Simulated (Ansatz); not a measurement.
`FC1C[SiH2]1`, relaxed with RKS PBE0-D4/def2-TZVP in Ansatz from a PBE-D4/def2-SVP geometry. The force threshold is 0.005 eV/Å; the program also tests the step.

Charge 0, multiplicity 1.

Start:

```xyz
9

F    -1.982   -0.568   -0.120
C    -0.618   -0.676   -0.259
C     0.124    0.557   -0.769
Si    0.589    0.075    0.997
H    -0.336   -1.635   -0.738
H    -0.506    1.463   -0.828
H     0.794    0.440   -1.637
H     1.887   -0.610    1.280
H     0.048    0.953    2.074
```

Q: How much energy does the relaxation release, and in how many steps? (Estimate.)

A: The calculation gave: 3.99 kJ/mol, in 6 steps, 1 of them rejected.

Q: Which bonds change most? (An estimate is asked.)

A: Ansatz gave: C2–Si4 from 1.897 to 1.863 Å; C3–Si4 from 1.889 to 1.860 Å; C2–H5 from 1.108 to 1.088 Å; C3–H7 from 1.103 to 1.085 Å.

Q: Give the relaxed structure. (An estimate is asked.)

A: Ansatz gave: 
```xyz
9

F    -1.962   -0.563   -0.125
C    -0.600   -0.675   -0.245
C     0.129    0.557   -0.762
Si    0.585    0.082    0.978
H    -0.334   -1.612   -0.729
H    -0.501    1.442   -0.819
H     0.774    0.438   -1.626
H     1.858   -0.609    1.274
H     0.051    0.939    2.054
```
